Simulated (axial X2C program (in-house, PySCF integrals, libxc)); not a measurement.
**SbP: properties at the nuclei**

Computed with an axial X2C code built on PySCF integrals: two-component X2C with atomic mean-field Coulomb and Gaunt terms, Gaussian nuclei, basis Sb dyall-cv3z, P dyall-v3z with contracted cores.

R = 2.192 Å (near the PBE0 minimum at charge 0 of the determinant lowest at the starting distance; the state shown can have its own minimum elsewhere).

Determinant lowest in the PBE0 search, Ω = 0 (closed shell), highest spinor 53% P p, 42% Sb p, 3% Sb d:

| level | qzz Sb (a.u.) | qzz P (a.u.) | μ (D) |
| --- | --- | --- | --- |
| PBE0 | -5.47 | -1.24 | -1.56 |
| HF | -6.31 | -1.51 | -1.69 |
| PBE | -5.10 | -1.17 | -1.48 |
| BHandHLYP | -5.68 | -1.38 | -1.58 |
| BP86 | -5.04 | -1.19 | -1.43 |

Determinant 2.02 eV from it at PBE0 and this distance, Ω = 1 (⟨Sz⟩ = 1.00, ⟨Lz⟩ = 0.00 at PBE0), spin on the atoms Sb 0.42, P 0.58:

| level | Eeff magnitude (GV/cm) | Ws magnitude Sb (kHz) | Ws magnitude P (kHz) | A∥/gI Sb (MHz) | qzz Sb (a.u.) | A∥/gI P (MHz) | qzz P (a.u.) | μ (D) |
| --- | --- | --- | --- | --- | --- | --- | --- | --- |
| PBE0 | 0.195 | 0.0776 | 0.00813 | -591 | -4.49 | -89.7 | -1.13 | -1.06 |
| HF | 0.124 | 0.17 | 0.0177 | -369 | -4.76 | -80.5 | -1.22 | -0.87 |
| PBE | 0.335 | 0.168 | 0.00649 | -594 | -4.26 | -88.2 | -1.11 | -1.01 |
| BHandHLYP | 0.257 | 0.105 | 0.00927 | -517 | -4.65 | -80.2 | -1.18 | -1.08 |
| BP86 | 0.341 | 0.173 | 0.00642 | -580 | -4.23 | -81.8 | -1.12 | -0.98 |

Eeff is the effective electric field on the electron electric dipole moment in this Ω state and Ws the scalar–pseudoscalar constant of the nucleus named (defined with the proton number Z and per Ω); A∥ (defined per Ω) follows by multiplying with gI = μI/(I μN); qzz is the electric field gradient, eQq0 = 234.96 MHz × Q/barn × qzz; μ is positive if the P end (last atom) is positive. The operators were transformed with the bare-nucleus X2C matrices; with these basis sets, hyperfine constants and field gradients can be off by tens of per cent, and where levels differ in sign neither size nor sign is settled.

Q: With Q(121Sb) = -0.543 barn (Q from Pyykkö, Mol. Phys. 2018), turn the PBE0 values of the first state into constants in MHz.

A: eQq0(121Sb) = 234.96 × (-0.543) × (-5.47) = 698 MHz.

Each state is one determinant with collinear spin, which with several unpaired electrons need not be a pure state. Unrestricted Hartree–Fock can overshoot spin polarisation at the nuclei. In the state Ω = 1 the sign of Eeff differs between levels (HF against PBE0). A closed determinant beside an open π² or δ² triplet, such as (π1/2)², mixes with its partner pair into the 0⁺ component of the triplet and ¹Σ⁺, so its energy is not that of a level, and 0⁺ can lie lowest. With several open shells hyperfine constants can be off by a factor of several. Where Eeff spreads by more than a factor of two the levels disagree and none is to be relied on. Open-shell Ω = 0 determinants with evenly filled partner blocks cannot be reached by this program, so the Ω shown need not be the lowest component. The search compared states at one distance, so a state with another bond length can lie lower. The sign of Ws at Sb differs between levels in the second state. Further determinants of the search, some of them spin-mixed, are not shown. PBE0 term energies can be off by some tenths of an eV.
